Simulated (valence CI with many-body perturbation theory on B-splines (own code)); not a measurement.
Gd⁵⁶⁺: fill in the table

Level of theory: relativistic CI+MBPT: six valence electrons over a frozen Dirac-Fock core [He], a basis of 9 s, 9 p, 8 d, 6 f, 3 g, 1 h functions for each j, with the one-electron correlation potential Σ1, the two-electron term Σ2, the three-electron term Σ3, Breit, model QED; selected CI, second order for the rest, scaled by the run's own slope (own B-spline code, finite nucleus).

No measured spectrum was set against this ion. As an estimate, large intervals hold to a few tenths of a per cent, small ones and those within an open d or f shell to about a per cent. Among the levels kept, up to 2100 cm⁻¹ of a level comes from second order outside the variational space, and about a tenth of that is noise between levels of different J, which matters for small intervals.

| Level | E (eV) |
| --- | --- |
| (2s^2 2p1/2^2 2p3/2^2) J=2 | 0.0 |
| (2s^2 2p1/2^2 2p3/2^2) J=0 | 49.0 |
| (2s^2 2p1/2 2p3/2^3) J=1 | ? |
| (2s^2 2p1/2 2p3/2^3) J=2 | 737.9 |
| (2s 2p1/2^2 2p3/2^3) J=2 | 1048.3 |
| (2s 2p1/2^2 2p3/2^3) J=1 | 1116.5 |
| (2s^2 2p3/2^4) J=0 | ? |
| (2s 2p1/2 2p3/2^4) J=0 | ? |
| (2s 2p1/2 2p3/2^4) J=1 | 1812.6 |
| (2p1/2^2 2p3/2^4) J=0 | ? |
| (2s^2 2p1/2^2 2p3/2 3s) J=2 | 6398.6 |
| (2s^2 2p1/2^2 2p3/2 3s) J=1 | 6406.3 |
| (2s^2 2p1/2^2 2p3/2 3p1/2) J=1 | 6496.1 |
| (2s^2 2p1/2^2 2p3/2 3p1/2) J=2 | ? |
| (2s^2 2p1/2^2 2p3/2 3p3/2) J=3 | 6701.6 |
| (2s^2 2p1/2^2 2p3/2 3p3/2) J=1 | 6701.8 |
| (2s^2 2p1/2^2 2p3/2 3p3/2) J=2 | 6725.5 |
| (2s^2 2p1/2^2 2p3/2 3p3/2) J=0 | 6747.0 |
| (2s^2 2p1/2^2 2p3/2 3d3/2) J=2 | 6803.2 |
| (2s^2 2p1/2^2 2p3/2 3d3/2) J=3 | ? |

Levels are named by their leading jj configuration (3d3/2^4 stands for four electrons in 3d with j = 3/2), which in mixed levels can hold well under half, so a name can repeat and another be missing.

The levels stand in rising order. What does the calculation give for the missing energies?

(2s^2 2p1/2 2p3/2^3) J=1 719.8; (2s^2 2p3/2^4) J=0 1476.2; (2s 2p1/2 2p3/2^4) J=0 1777.7; (2p1/2^2 2p3/2^4) J=0 2199.1; (2s^2 2p1/2^2 2p3/2 3p1/2) J=2 6497.8; (2s^2 2p1/2^2 2p3/2 3d3/2) J=3 6810.1.
